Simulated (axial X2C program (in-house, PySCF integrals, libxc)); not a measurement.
# Correcting the dissociation energy of GaC for spin–orbit coupling

A spin-free CCSD(T) curve (one-electron X2C) was computed with an in-house relativistic program for diatomic molecules, basis Ga dyall-cv3z [9s9p7d4f1g], C dyall-v3z [7s6p2d1f] (cores contracted in-house), for the state M_S = 3/2, Λ = 0 (beyond evenly filled blocks: σα, π+α, π-α). It gives D0 = 2.966 eV to Ga + C, which in a spin-free picture are the weighted means of the ground terms.

Correlated methods: 7 electrons correlated (number of frozen shells: Ga 3 s, 2 p, 1 d; C 1 s), 235 virtual spin orbitals or spinors in MP2, 89 natural virtuals in coupled cluster.

Measured levels of the ground terms (NIST Handbook of Basic Atomic Spectroscopic Data), in cm⁻¹: Ga 2P: J = 1/2 at 0, J = 3/2 at 826.2; C 3P: J = 0 at 0, J = 1 at 16.4, J = 2 at 43.4.

The molecular state has Λ = 0, so it has no first-order lowering.

How far does each ground level lie under the (2J+1)-weighted mean of its term?

Ga: (2 × 0 + 4 × 826.2)/6 = 551 cm⁻¹; C: (1 × 0 + 3 × 16.4 + 5 × 43.4)/9 = 30 cm⁻¹.

Correct D0.

D0 = 2.966 + (0 − 581)/8065.5 = 2.894 eV at CCSD(T) with these spin–orbit terms.

Second-order spin–orbit effects in the molecule, which grow quickly with Z, are left out. Occupations by symmetry block were frozen at the best pattern of an incomplete PBE0 search. De is counted from the lowest determinant-based energies of the atoms at the same level, without counterpoise correction. Coupled cluster ran in a truncated set of natural virtual spinors; the MP2 energy of the rest was added. (T) has no such correction and the atoms are truncated less, which lowers De at CCSD(T) by a hundredth of an eV or more. With the outer-core shells frozen, correlated bond lengths of heavy atoms tend to come out a few hundredths of an ångström too long.
